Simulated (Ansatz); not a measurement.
Ansatz (a first-principles code) input (HF/6-31G*):

Ansatz 0.2 input:
```yaml
crystal:
  periodic: [false, false, false]
  atoms:
    - {symbol: B, position_ang: [0.00000000, -0.02432808, -1.28786574]}
    - {symbol: N, position_ang: [0.00000000, 0.03352871, -0.03837886]}
    - {symbol: B, position_ang: [0.00000000, -0.02261213, 1.34159614]}
basis:
  gaussian:
    orbitals: 6-31G*
hamiltonian:
  xc: {name: HF}
magnetization: {spin_polarized: true, initial_magnetization: 1}
phonons: {temperatures: {t_min: 298.15, t_max: 298.15, t_step: 100}}
```

Output:

```
Functional definition: HF
integrals: 0.01 GiB planned
479 factors; integrals over basis functions are off by at most 2.9e-4 eV
mean field: 0.08 GiB planned
mean field evaluation 1: about -2818.0734 eV, gradient 2.3e1 eV
mean field evaluation 2: about -2818.1186 eV, gradient 2.3e1 eV
mean field evaluation 4: about -2821.0476 eV, gradient 3.4e0 eV
mean field evaluation 8: about -2821.9988 eV, gradient 7.5e-1 eV
mean field evaluation 16: about -2822.0278 eV, gradient 4.4e-2 eV
mean field evaluation 32: about -2822.0415 eV, gradient 1.5e-5 eV
mean field evaluation 64: about -2821.1472 eV, gradient 4.6e0 eV
mean field evaluation 96: about -2815.2889 eV, gradient 1.5e1 eV
mean field evaluation 128: about -2822.0198 eV, gradient 3.0e-1 eV
mean field evaluation 160: about -2821.0231 eV, gradient 3.2e-2 eV
mean field evaluation 192: about -2818.2106 eV, gradient 1.2e1 eV
mean field evaluation 224: about -2822.0279 eV, gradient 3.3e-2 eV
mean field evaluation 256: about -2822.0332 eV, gradient 1.3e-1 eV
mean field evaluation 288: about -2803.4329 eV, gradient 1.1e1 eV
mean field -2822.04153524 eV, -103.7081135717 hartree, gradient 7.6e-6 eV, S^2 0.928321; 7 other end points of the search recorded, 0 dependent functions left out
the calculation of the forces begins
reference -2822.04153524 eV, -103.7081135717 hartree; 9, 8 occupied and 36, 37 virtual orbitals, 479 factors
these checks for a lower state are left out or cut short: stability, starts, cluster_reference, orbital_swaps, neighbouring_geometries, increment
integrals: 0.01 GiB planned
479 factors; integrals over basis functions are off by at most 2.9e-4 eV
mean field: 0.08 GiB planned
mean field -2822.04153383 eV, -103.7081135199 hartree, gradient 2.4e-6 eV, S^2 0.928048; 0 other end points of the search recorded, 0 dependent functions left out
the calculation of the forces begins
reference -2822.04153383 eV, -103.7081135199 hartree; 9, 8 occupied and 36, 37 virtual orbitals, 479 factors
these checks for a lower state are left out or cut short: stability, starts, cluster_reference, orbital_swaps, neighbouring_geometries, increment
integrals: 0.01 GiB planned
479 factors; integrals over basis functions are off by at most 2.9e-4 eV
mean field: 0.08 GiB planned
mean field evaluation 320: about -2822.0415 eV, gradient 1.6e-6 eV
mean field -2822.04153313 eV, -103.7081134941 hartree, gradient 2.0e-6 eV, S^2 0.928584; 0 other end points of the search recorded, 0 dependent functions left out
the calculation of the forces begins
reference -2822.04153313 eV, -103.7081134941 hartree; 9, 8 occupied and 36, 37 virtual orbitals, 479 factors
these checks for a lower state are left out or cut short: stability, starts, cluster_reference, orbital_swaps, neighbouring_geometries, increment
integrals: 0.01 GiB planned
479 factors; integrals over basis functions are off by at most 2.9e-4 eV
mean field: 0.08 GiB planned
mean field -2822.04140498 eV, -103.7081087846 hartree, gradient 1.5e-6 eV, S^2 0.928329; 0 other end points of the search recorded, 0 dependent functions left out
the calculation of the forces begins
reference -2822.04140498 eV, -103.7081087846 hartree; 9, 8 occupied and 36, 37 virtual orbitals, 479 factors
these checks for a lower state are left out or cut short: stability, starts, cluster_reference, orbital_swaps, neighbouring_geometries, increment
integrals: 0.01 GiB planned
479 factors; integrals over basis functions are off by at most 3.0e-4 eV
mean field: 0.08 GiB planned
mean field -2822.04139667 eV, -103.7081084794 hartree, gradient 2.3e-6 eV, S^2 0.928314; 0 other end points of the search recorded, 0 dependent functions left out
the calculation of the forces begins
reference -2822.04139667 eV, -103.7081084794 hartree; 9, 8 occupied and 36, 37 virtual orbitals, 479 factors
these checks for a lower state are left out or cut short: stability, starts, cluster_reference, orbital_swaps, neighbouring_geometries, increment
integrals: 0.01 GiB planned
479 factors; integrals over basis functions are off by at most 2.9e-4 eV
mean field: 0.08 GiB planned
mean field -2822.04152948 eV, -103.7081133600 hartree, gradient 3.0e-6 eV, S^2 0.928861; 0 other end points of the search recorded, 0 dependent functions left out
the calculation of the forces begins
reference -2822.04152948 eV, -103.7081133600 hartree; 9, 8 occupied and 36, 37 virtual orbitals, 479 factors
these checks for a lower state are left out or cut short: stability, starts, cluster_reference, orbital_swaps, neighbouring_geometries, increment
integrals: 0.01 GiB planned
479 factors; integrals over basis functions are off by at most 2.9e-4 eV
mean field: 0.08 GiB planned
mean field evaluation 352: about -2822.0415 eV, gradient 1.0e-4 eV
mean field -2822.04153053 eV, -103.7081133985 hartree, gradient 3.0e-6 eV, S^2 0.927767; 0 other end points of the search recorded, 0 dependent functions left out
the calculation of the forces begins
reference -2822.04153053 eV, -103.7081133985 hartree; 9, 8 occupied and 36, 37 virtual orbitals, 479 factors
these checks for a lower state are left out or cut short: stability, starts, cluster_reference, orbital_swaps, neighbouring_geometries, increment
integrals: 0.01 GiB planned
479 factors; integrals over basis functions are off by at most 3.0e-4 eV
mean field: 0.08 GiB planned
mean field -2822.04133877 eV, -103.7081063516 hartree, gradient 4.4e-7 eV, S^2 0.927681; 0 other end points of the search recorded, 0 dependent functions left out
the calculation of the forces begins
reference -2822.04133877 eV, -103.7081063516 hartree; 9, 8 occupied and 36, 37 virtual orbitals, 479 factors
these checks for a lower state are left out or cut short: stability, starts, cluster_reference, orbital_swaps, neighbouring_geometries, increment
integrals: 0.01 GiB planned
479 factors; integrals over basis functions are off by at most 2.9e-4 eV
mean field: 0.08 GiB planned
mean field -2822.04134277 eV, -103.7081064984 hartree, gradient 6.4e-7 eV, S^2 0.928967; 0 other end points of the search recorded, 0 dependent functions left out
the calculation of the forces begins
reference -2822.04134277 eV, -103.7081064984 hartree; 9, 8 occupied and 36, 37 virtual orbitals, 479 factors
these checks for a lower state are left out or cut short: stability, starts, cluster_reference, orbital_swaps, neighbouring_geometries, increment
integrals: 0.01 GiB planned
479 factors; integrals over basis functions are off by at most 2.9e-4 eV
mean field: 0.08 GiB planned
mean field evaluation 384: about -2822.0415 eV, gradient 1.5e-4 eV
mean field -2822.04153417 eV, -103.7081135322 hartree, gradient 1.3e-6 eV, S^2 0.928038; 0 other end points of the search recorded, 0 dependent functions left out
the calculation of the forces begins
reference -2822.04153417 eV, -103.7081135322 hartree; 9, 8 occupied and 36, 37 virtual orbitals, 479 factors
these checks for a lower state are left out or cut short: stability, starts, cluster_reference, orbital_swaps, neighbouring_geometries, increment
integrals: 0.01 GiB planned
479 factors; integrals over basis functions are off by at most 2.9e-4 eV
mean field: 0.08 GiB planned
mean field -2822.04153382 eV, -103.7081135193 hartree, gradient 1.5e-6 eV, S^2 0.928596; 0 other end points of the search recorded, 0 dependent functions left out
the calculation of the forces begins
reference -2822.04153382 eV, -103.7081135193 hartree; 9, 8 occupied and 36, 37 virtual orbitals, 479 factors
these checks for a lower state are left out or cut short: stability, starts, cluster_reference, orbital_swaps, neighbouring_geometries, increment
integrals: 0.01 GiB planned
479 factors; integrals over basis functions are off by at most 2.9e-4 eV
mean field: 0.08 GiB planned
mean field -2822.04146698 eV, -103.7081110632 hartree, gradient 2.0e-6 eV, S^2 0.928953; 0 other end points of the search recorded, 0 dependent functions left out
the calculation of the forces begins
reference -2822.04146698 eV, -103.7081110632 hartree; 9, 8 occupied and 36, 37 virtual orbitals, 479 factors
these checks for a lower state are left out or cut short: stability, starts, cluster_reference, orbital_swaps, neighbouring_geometries, increment
integrals: 0.01 GiB planned
479 factors; integrals over basis functions are off by at most 2.9e-4 eV
mean field: 0.08 GiB planned
mean field -2822.04147126 eV, -103.7081112202 hartree, gradient 1.4e-6 eV, S^2 0.927682; 0 other end points of the search recorded, 0 dependent functions left out
the calculation of the forces begins
reference -2822.04147126 eV, -103.7081112202 hartree; 9, 8 occupied and 36, 37 virtual orbitals, 479 factors
Total energy: -2822.04153524 eV, -103.7081135717 hartree
Atom 0 at     0.000000    -0.024328    -1.287866 Å, force    -0.000000     0.000131     0.002501 eV/Å
Atom 1 at     0.000000     0.033529    -0.038379 Å, force    -0.000000    -0.000196    -0.001212 eV/Å
Atom 2 at     0.000000    -0.022612     1.341596 Å, force     0.000000     0.000066    -0.001289 eV/Å
Dipole moment:     0.000000     0.004571    -0.840661 e Å
Vibrations: 9.94 218.19 1171.89 2068.95 cm⁻¹, zero-point energy 0.215049 eV
```

The blocks after the first are displaced geometries, from whose forces the wavenumbers follow.

The determinant is spin-contaminated: <S^2> is 0.93 against 0.75 for a pure state.
